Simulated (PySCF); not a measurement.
Computed IR spectrum (relative IR intensity) of a molecule C4H6F2. Coordinates come from a PBE0-D3(BJ)/def2-SVP optimisation. Other conformers were not sampled. These are PBE0-D3(BJ)/def2-SVP (PySCF 2.14.0) values and carry that method's errors. Frequencies are harmonic and unscaled.

Lines under 2 % of the strongest are left out, and lines within 2 cm⁻¹ are merged.

ν (cm⁻¹): 317 (vw), 504 (vw), 636 (w), 913 (w), 955 (m), 974 (w), 1003 (w), 1061 (vw), 1147 (vs), 1181 (vs), 1383 (w), 1387 (m), 1420 (w), 1435 (m), 1447 (w), 1464 (m), 1766 (vw), 3051 (w), 3057 (m), 3133 (w), 3177 (w) (against the strongest line: vs over 80 %, s over 45 %, m over 15 %, w over 4 %, vw less)

Question: Identify the compound among the candidates.
A. C/C=C/C(F)F
B. C[C@@]1(F)C[C@@H]1F
C. CC/C(F)=C/F
D. C=C(C)C(F)F

Answer: D, C=C(C)C(F)F
